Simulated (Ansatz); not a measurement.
Frontier orbitals of Cl2F2H3NSi2 (`F[SiH2]N[Si](F)(Cl)Cl`).

```xyz
10

F    -0.7797    2.4869    0.2057
Si   -1.0654    1.0897   -0.5100
N     0.3330    0.0843   -0.5030
Si    0.8245   -1.0563    0.6486
F    -0.0652   -0.8387    1.9356
Cl    0.5513   -2.9715    0.0417
Cl    2.7771   -0.8246    1.1331
H    -1.4050    1.3925   -1.9163
H    -2.1429    0.4177    0.2396
H     0.9724    0.2199   -1.2749
```

Charge 0, multiplicity 1. All single points use the PBE0-D4/def2-TZVP geometry. It is one conformer, not always the lowest. Basis def2-TZVPP, Ansatz 0.2.0.

| functional | HOMO (eV) | LUMO (eV) | gap (eV) |
| --- | --- | --- | --- |
| PBE | -7.44 | -0.84 | 6.60 |
| revPBE | -7.37 | -0.71 | 6.66 |
| PBE0 | -8.89 | 0.09 | 8.98 |
| ωB97X-V | -11.31 | 2.12 | 13.43 |
| ωB97M-V | -11.19 | 1.73 | 12.92 |
| HF | -12.33 | 3.05 | 15.38 |

(1) What is the vertical ionisation energy at frozen-core CCSD(T)/CBS(def2)? (An estimate is asked.)

## Answers

(1) Ansatz gave: 11.28 eV (T1 of the cation 0.025).

Against PBE, PBE0 changes HOMO and LUMO by −1.45 and +0.93 eV, ωB97M-V by −3.75 and +2.57 eV. A gap of 6.60 eV thus becomes 12.91 eV for the same molecule, so an orbital gap means little without its functional. A positive LUMO is unbound and depends on the basis. −ε(HOMO) differs from that ionisation energy by −3.84 eV with PBE and −0.09 eV with ωB97M-V.
